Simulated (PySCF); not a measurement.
**Correlation energy of P⁻ (phosphorus, charge -1)**

[Ne] 3s2 3p4, high-spin 3P determinant. Calculation: PySCF 2.14, in dyall-acv3z; the spin-free X2C one-electron Hamiltonian (Gaussian nucleus). Frozen: [Ne]; 6 electrons correlated; the 26 highest virtual orbitals of each spin left out.

MP2 pair energies summed by pair of shells (mhartree):

```csv
pair,energy,share (%)
3s-3p,-53.87,46.7
3p-3p,-50.35,43.6
3s-3s,-11.20,9.7
```

Total MP2 correlation energy: -115.42 mhartree.

Same-spin part -27.10 and opposite-spin part -88.32 mhartree; SCS-MP2 scales them by 1/3 and 6/5 to -115.02 mhartree.
